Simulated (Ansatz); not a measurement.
Two isomers of GeH7NSi: A = `N[SiH2][GeH3]`, B = `[SiH3][NH][GeH3]`.

Gas-phase electronic energies from Ansatz, PBE0-D4/def2-TZVP geometries. CCSD(T)/CBS adds triple-zeta CCSD(T) − MP2 to the extrapolated MP2 energy (def2 sets, frozen cores). DFT in def2-TZVPP. B3LYP here is the variant with VWN-RPA as its local correlation; programs differ in this. For Ge outer-core shells are correlated without core-valence functions, which leaves a few kJ/mol of doubt a bond. Scalar relativity is left out up to krypton. One conformer a species, not always the lowest.

Problem. Which isomer does CCSD(T)/CBS put lower? Give the gap. (Estimate.)

Solution. Computed: A, by 1.1 kcal/mol.

Problem. Give E(B) − E(A) in kcal/mol with B3LYP, MP2/def2-TZVPP, LDA (SPW92), CCSD(T)/def2-TZVPP, HF/def2-TZVPP, CCSD/def2-TZVPP, BLYP-D4. (Estimate.)

Solution. Ansatz gave: B3LYP 2.1, MP2/def2-TZVPP -1.0, LDA (SPW92) 5.2, CCSD(T)/def2-TZVPP 0.0, HF/def2-TZVPP -2.8, CCSD/def2-TZVPP -0.1, BLYP-D4 2.3. The order is the other way round with MP2/def2-TZVPP, HF/def2-TZVPP, CCSD/def2-TZVPP.

Problem. Does the order hold for the free energy at 298.15 K (harmonic terms from PBE0-D4)? (An estimate is asked.)

Solution. Ansatz gave: No: G(B) − G(A) = -0.5 kcal/mol, for one conformer each. Modes under 60 cm⁻¹, often nearly free rotors, make the harmonic entropy too high.

Largest T1 diagnostic: 0.011.

From BLYP to BHLYP (50 % exact exchange), in def2-TZVPP and without D4, E(B) − E(A) moves by −2.5 kcal/mol. Leaving LDA and LC-ωPBE aside and taking each functional with its dispersion term where it has one, the values, not all of them listed here, spread over 4.6 kcal/mol, from BHLYP-D4 to PBE-D4.
